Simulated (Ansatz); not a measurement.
Two isomers of C2H7NSi: A = `CN(C)[SiH]`, B = `NC1C[SiH2]1`.

Program: Ansatz. Geometries: PBE0-D4/def2-TZVP. ΔE: electronic, gas phase. CBS: MP2 limit from def2 TZ/QZ plus the TZ coupled-cluster correction, frozen cores. Functionals use def2-TZVPP. B3LYP here is the variant with VWN-RPA as its local correlation; programs differ in this. One conformer a species, not always the lowest.

A:

```xyz
11

C     0.946    0.856   -0.537
N     0.277   -0.213    0.178
C    -1.160   -0.159    0.015
Si    1.201   -1.345    1.072
H     2.026    0.785   -0.394
H     0.611    1.836   -0.178
H     0.732    0.803   -1.611
H    -1.556    0.795    0.385
H    -1.630   -0.972    0.565
H    -1.435   -0.240   -1.044
H    -0.013   -2.149    1.548
```

B:

Z-matrix (Å, degrees):
```
C
C 1 1.539
Si 1 1.862 2 65.0
N 1 1.437 2 114.5 3 111.3
H 1 1.094 2 113.0 3 -109.6
H 2 1.085 1 117.0 3 113.4
H 2 1.086 1 114.2 3 -110.2
H 3 1.479 1 119.1 2 -104.8
H 3 1.476 1 118.9 2 105.0
H 4 1.011 1 111.6 2 -159.1
H 4 1.014 1 111.3 2 80.0
```

**Question.** Which is lower in electronic energy at CCSD(T)/CBS, and by how much? (Best estimate.)

**Answer.** Ansatz gave: A, by 12.4 kcal/mol.

**Question.** Give E(B) − E(A) in kcal/mol with HF/def2-TZVPP, CCSD(T)/def2-TZVPP, MP2/def2-TZVPP, B3LYP, CCSD(T)/def2-SVP, PBE-D4, PBE0-D4. (Estimate.)

**Answer.** Ansatz gave: HF/def2-TZVPP 15.5, CCSD(T)/def2-TZVPP 14.0, MP2/def2-TZVPP 11.1, B3LYP 14.3, CCSD(T)/def2-SVP 17.8, PBE-D4 10.9, PBE0-D4 9.7. None reverses the order clearly.

**Question.** Does the order hold for the free energy at 298.15 K (harmonic terms from PBE0-D4)? (Estimate.)

**Answer.** Computed: Yes: G(B) − G(A) = +10.6 kcal/mol, for one conformer each.

Largest T1 diagnostic: 0.015.

In def2-TZVPP, CCSD(T) changes the Hartree–Fock value by −1.5 kcal/mol (the triples alone add −0.2 kcal/mol) and MP2 by −4.4 kcal/mol. From BLYP to BHLYP (50 % exact exchange), in def2-TZVPP and without D4, E(B) − E(A) moves by −1.9 kcal/mol.
